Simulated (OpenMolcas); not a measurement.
W4+ (d2) in a complex was computed by CASSCF with the d shell active (OpenMolcas, ANO-RCC-VDZP on the metal). Its lowest spin-free states, and all those of the highest spin:

| 2S+1 | Degeneracy | E (cm-1) |
| --- | --- | --- |
| 3 | 1 | 0.0 |
| 1 | 2 | 8731 |
| 3 | 3 | 10399 |
| 3 | 3 | 15109 |
| 1 | 1 | 15156 |
| 1 | 3 | 19168 |
| 1 | 3 | 20182 |
| 3 | 3 | 23557 |
| 1 | 2 | 27745 |
| 1 | 3 | 30653 |
| 1 | 1 | 41976 |

Is the site octahedral, tetrahedral or cube-like, axial, or of lower symmetry?

The states with 2S+1 = 3 have orbital degeneracies 1, 3, 3, 3. Threefold states need a cubic site. For d2 at this spin an octahedron puts the threefold T1 below the threefold T2 and a tetrahedron or cube puts the single A2 below the threefold T2, so the site is a tetrahedron or a cube, which this pattern cannot tell apart. The first gap at this spin, 10400 cm-1, is |10Dq| in ligand-field theory. The run had W4+ with 4 ligands (chloride) in tetrahedral coordination (Td) at 2.29 Å. Ligand basis ANO-RCC-VDZP.

Without dynamic correlation the repulsion within the d shell is too large (B by tens of per cent), so at a given field states of lower spin stand too high. The least metal-like active orbital is 68 % on the metal (Löwdin) and no ligand orbital is active, so the numbers are rough. With metal d orbitals alone the field can be off either way by tens of per cent. Ligand-to-metal charge-transfer states are missing. With no ligand orbital active B as a rule stays too high, so bands that hang on it stand too high and its fall with covalency is understated. No measured value stands beside these numbers; the geometry was imposed, not optimised, and the real ion may take another.
